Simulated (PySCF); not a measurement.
AlI₂, charge +1, singlet, at a GFN2-xTB geometry (such geometries of metal compounds can be far from the true shape) (core potentials on I), with bond 3-1 at 1.8 times its length; CASSCF(8,8)/def2-SVP (PySCF).

PySCF was given this input:
```python
from pyscf import gto, scf, mcscf
import numpy

mol = gto.Mole()
mol.atom = '''
    Al    0.00000000    0.00000000    0.00000000
    I    -0.00000000   -0.00000000   -2.47380836
    I     0.00000000    0.00000000    4.45285505
'''
mol.basis = 'def2-svp'
mol.ecp = {'I': 'def2-svp'}
mol.charge = 1
mol.verbose = 4
mol.build()

mf = scf.RHF(mol)
mf.kernel()
mc = mcscf.CASSCF(mf, 8, 8)
mc.fix_spin_(ss=0.0)
mc.kernel()
occ = numpy.linalg.eigvalsh(mc.fcisolver.make_rdm1(mc.ci, mc.ncas, mc.nelecas))[::-1]
ss = mc.fcisolver.spin_square(mc.ci, mc.ncas, mc.nelecas)[0]
print('natural occupations', occ.round(4), ' <S^2>', round(ss, 4))
```

Output, abridged:

```
PySCF version 2.14.0

[INPUT] verbose = 4
[INPUT] num. atoms = 3
[INPUT] num. electrons = 62
[INPUT] charge = 1
[INPUT] spin (= nelec alpha-beta = 2S) = 0
[INPUT] symmetry False subgroup None
[INPUT] Mole.unit = angstrom
[INPUT] Symbol           X                Y                Z      unit          X                Y                Z       unit  Magmom
[INPUT]  1 Al     0.000000000000   0.000000000000   0.000000000000 AA    0.000000000000   0.000000000000   0.000000000000 Bohr   0.0
[INPUT]  2 I      0.000000000000   0.000000000000  -2.473808360000 AA    0.000000000000   0.000000000000  -4.674820285059 Bohr   0.0
[INPUT]  3 I      0.000000000000   0.000000000000   4.452855050000 AA    0.000000000000   0.000000000000   8.414676516886 Bohr   0.0

nuclear repulsion = 155.892589807872
number of shells = 28
number of NR pGTOs = 158
number of NR cGTOs = 70
basis = def2-svp
ecp = {'I': 'def2-svp'}

******** <class 'pyscf.scf.hf.RHF'> ********
method = RHF
initial guess = minao
damping factor = 0
level_shift factor = 0
DIIS = <class 'pyscf.scf.diis.CDIIS'>
diis_start_cycle = 1
diis_space = 8
diis_damp = 0
SCF conv_tol = 1e-09
SCF conv_tol_grad = None
SCF max_cycles = 50
direct_scf = True
direct_scf_tol = 1e-13
Set gradient conv threshold to 3.16228e-05
Initial guess from minao.
init E= -770.930089273976
  HOMO = -1.34923154010678  LUMO = -0.862949812513932  gap/eV = 13.23240
cycle= 1 E= -832.650211718978  delta_E= -61.7  |g|= 3.02  |ddm|= 10.5
  HOMO = -0.353606854884627  LUMO = -0.221668512957706  gap/eV = 3.59023
cycle= 2 E= -828.73295770671  delta_E= 3.92  |g|= 2.49  |ddm|= 7.68
  HOMO = -0.248538289809151  LUMO = -0.129589189615925  gap/eV = 3.23677
cycle= 3 E= -834.150004280467  delta_E= -5.42  |g|= 1.04  |ddm|= 5.32
  HOMO = -0.468255976262989  LUMO = -0.343237019695003  gap/eV = 3.40194
cycle= 4 E= -834.597824808139  delta_E= -0.448  |g|= 0.341  |ddm|= 1.78
  HOMO = -0.353057745161066  LUMO = -0.351292759303059  gap/eV = 0.04803
cycle= 5 E= -834.717421464795  delta_E= -0.12  |g|= 0.451  |ddm|= 2.35
  HOMO = -0.463140204505045  LUMO = -0.347613478878692  gap/eV = 3.14364
cycle= 6 E= -834.7797869946  delta_E= -0.0624  |g|= 0.275  |ddm|= 0.46
  HOMO = -0.47444954294297  LUMO = -0.335040357936471  gap/eV = 3.79352
cycle= 7 E= -834.812898111782  delta_E= -0.0331  |g|= 0.124  |ddm|= 0.433
  HOMO = -0.485654137321966  LUMO = -0.332637703994472  gap/eV = 4.16379
cycle= 8 E= -834.822965663212  delta_E= -0.0101  |g|= 0.0162  |ddm|= 0.34
  HOMO = -0.490288462835267  LUMO = -0.323528132664158  gap/eV = 4.53778
cycle= 9 E= -834.823171030265  delta_E= -0.000205  |g|= 0.00812  |ddm|= 0.0688
  HOMO = -0.490045456648588  LUMO = -0.322946672943019  gap/eV = 4.54699
cycle= 10 E= -834.823205398567  delta_E= -3.44e-05  |g|= 0.00239  |ddm|= 0.0149
  HOMO = -0.48999693613608  LUMO = -0.322753433173332  gap/eV = 4.55093
cycle= 11 E= -834.823208699475  delta_E= -3.3e-06  |g|= 0.00026  |ddm|= 0.00599
  HOMO = -0.490008571744923  LUMO = -0.322704967283947  gap/eV = 4.55256
cycle= 12 E= -834.823208768067  delta_E= -6.86e-08  |g|= 7.14e-05  |ddm|= 0.00116
  HOMO = -0.490013981385353  LUMO = -0.322697867404884  gap/eV = 4.55290
cycle= 13 E= -834.823208771268  delta_E= -3.2e-09  |g|= 1.69e-05  |ddm|= 0.000198
  HOMO = -0.490012526584465  LUMO = -0.322700840836013  gap/eV = 4.55278
cycle= 14 E= -834.82320877157  delta_E= -3.01e-10  |g|= 3.91e-06  |ddm|= 6.02e-05
  HOMO = -0.490012243397615  LUMO = -0.32270038319902  gap/eV = 4.55279
Extra cycle  E= -834.823208771589  delta_E= -1.91e-11  |g|= 1.89e-06  |ddm|= 1.06e-05
converged SCF energy = -834.823208771589

******** <class 'pyscf.mcscf.mc1step.CASSCF'> ********
CAS (4e+4e, 8o), ncore = 27, nvir = 35
max_cycle_macro = 50
max_cycle_micro = 4
conv_tol = 1e-07
conv_tol_grad = None
orbital rotation max_stepsize = 0.02
orbital rotation threshold for CI restart = 0.01
augmented hessian ah_max_cycle = 30
augmented hessian ah_conv_tol = 1e-12
augmented hessian ah_linear dependence = 1e-14
augmented hessian ah_level shift = 1e-08
augmented hessian ah_start_tol = 2.5
augmented hessian ah_start_cycle = 3
augmented hessian ah_grad_trust_region = 3
kf_trust_region = 3
kf_interval = 4
ci_response_space = 4
ci_grad_trust_region = 3
with_dep4 0
natorb = False
canonicalization = True
sorting_mo_energy = False
ao2mo_level = 2
internal_rotation = False
******** <class 'pyscf.fci.addons.SpinPenaltyFCISolver'> ********
max. cycles = 50
conv_tol = 1e-08
davidson only = True
linear dependence = 1e-12
level shift = 0.001
max iter space = 12
nroots = 1
pspace_size = 400
spin = None
CASCI E = -834.894707157059  S^2 = 0.0000000
Set conv_tol_grad to 0.000316228
macro iter   1 ( 21 JK    4 micro), CASSCF E = -834.915154706447  dE = -2.04475494e-02  S^2 = 0.0000000
               |grad[o]|= 0.11  |grad[c]|=0.0225  |ddm|=0.0478  |maxRot[o]|=0.275
macro iter   2 ( 21 JK    4 micro), CASSCF E = -834.924107758473  dE = -8.95305203e-03  S^2 = 0.0000000
               |grad[o]|=0.0387  |grad[c]|=0.0134  |ddm|=0.0133  |maxRot[o]|= 0.31
macro iter   3 ( 21 JK    4 micro), CASSCF E = -834.932528996718  dE = -8.42123824e-03  S^2 = 0.0000000
               |grad[o]|=0.0274  |grad[c]|=0.0304  |ddm|=0.0408  |maxRot[o]|=0.159
macro iter   4 ( 21 JK    4 micro), CASSCF E = -834.939693095748  dE = -7.16409903e-03  S^2 = 0.0000000
               |grad[o]|= 0.02  |grad[c]|=0.0138  |ddm|=0.00606  |maxRot[o]|=0.158
macro iter   5 ( 21 JK    4 micro), CASSCF E = -834.944866696191  dE = -5.17360044e-03  S^2 = 0.0000000
               |grad[o]|=0.0159  |grad[c]|=0.00925  |ddm|=0.0111  |maxRot[o]|=0.157
macro iter   6 ( 19 JK    4 micro), CASSCF E = -834.946299147643  dE = -1.43245145e-03  S^2 = 0.0000000
               |grad[o]|=0.00982  |grad[c]|=0.00755  |ddm|=0.00497  |maxRot[o]|=0.0997
macro iter   7 ( 21 JK    4 micro), CASSCF E = -834.946847146104  dE = -5.47998461e-04  S^2 = 0.0000000
               |grad[o]|=0.00941  |grad[c]|=0.00211  |ddm|=0.00344  |maxRot[o]|=0.0569
macro iter   8 ( 19 JK    4 micro), CASSCF E = -834.946884862644  dE = -3.77165395e-05  S^2 = 0.0000000
               |grad[o]|=0.00165  |grad[c]|=0.000283  |ddm|=0.000711  |maxRot[o]|=0.0723
macro iter   9 (  9 JK    2 micro), CASSCF E = -834.946885140941  dE = -2.78296739e-07  S^2 = 0.0000000
               |grad[o]|=0.00044  |grad[c]|=0.00013  |ddm|=0.000199  |maxRot[o]|=0.0379
macro iter  10 (  3 JK    1 micro), CASSCF E = -834.946885149215  dE = -8.27446911e-09  S^2 = 0.0000000
               |grad[o]|=0.000104  |grad[c]|=3.42e-05  |ddm|=    0  |maxRot[o]|=0.000388
1-step CASSCF converged in  10 macro (176 JK  35 micro) steps
CASSCF canonicalization
Density matrix diagonal elements [1.00055598 1.97961625 1.97949477 1.45058652 1.50840775 0.02379873
 0.02377471 0.03376529]
CASSCF energy = -834.946885149215
CASCI E = -834.946885149215  E(CI) = -11.5701845870160  S^2 = 0.0000000
natural occupations [1.9809 1.9808 1.9611 1.0026 1.     0.029  0.0228 0.0228]  <S^2> 0.0
```
